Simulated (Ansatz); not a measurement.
`CO[Si](F)(F)S` + HCl → `F[Si](F)(S)Cl` + CH₃OH at 700 K and 1 bar (ligand exchange at the Si–O bond).

Program: Ansatz. Geometries: PBE0-D4/def2-TZVP. ΔE: electronic, gas phase. CCSD(T)/CBS is the MP2 limit (def2-TZVPP, def2-QZVPP) plus CCSD(T) − MP2 in def2-TZVPP, frozen cores. This one scheme is used for every species. Each species was taken in one conformer, which may not be the lowest.

```json
{"species": "`CO[Si](F)(F)S`", "CCSD(T)/CBS energy (Eh)": "-1002.28710", "H − E (kJ/mol)": "239.2", "S (J/(mol·K))": "506.9"}
{"species": "HCl", "CCSD(T)/CBS energy (Eh)": "-460.38127", "H − E (kJ/mol)": "38.4", "S (J/(mol·K))": "211.8"}
{"species": "`F[Si](F)(S)Cl`", "CCSD(T)/CBS energy (Eh)": "-1347.04322", "H − E (kJ/mol)": "110.2", "S (J/(mol·K))": "434.2"}
{"species": "CH₃OH", "CCSD(T)/CBS energy (Eh)": "-115.61712", "H − E (kJ/mol)": "170.8", "S (J/(mol·K))": "288.5"}
```

H − E and S are ideal-gas, rigid-rotor, harmonic terms from PBE0-D4/def2-TZVP, for one conformer and one mirror image of each species. 1 Eh = 2625.50 kJ/mol, R = 8.31446 J/(mol·K).

Problem. By hand: ΔE, ΔH, ΔS and ΔG.

Solution. ΔE = (-1347.04322) + (-115.61712) − (-1002.28710) − (-460.38127) = 0.00803 Eh = 21.1 kJ/mol. Δ(H − E) = 110.2 + 170.8 − 239.2 − 38.4 = 3.4, so ΔH = 24.5 kJ/mol. ΔS = 434.2 + 288.5 − 506.9 − 211.8 = 4.0 J/(mol·K). ΔG = 24.5 − 700 × (4.0)/1000 = 21.7 kJ/mol.

Problem. By hand: the equilibrium constant, and the temperature at which ΔG would vanish if ΔH and ΔS stayed fixed.

Solution. log₁₀ K = −ΔG/(RT ln 10) = -1.6. ΔG = 0 at ΔH/ΔS = 6125 K, far beyond where these terms or the molecules hold.

The number of gas molecules stays the same, so ΔS is small and ΔH decides. A doubt of 5 kJ/mol in ΔE shifts log₁₀ K by 0.4 here. Other conformers and mirror images would add mixing entropy, several J/(mol·K) or more a flexible species. These are equilibria of isolated gas molecules and say nothing of rates. Largest T1 diagnostic: 0.012 (customary marks: 0.02 for closed shells, 0.045 for open ones).
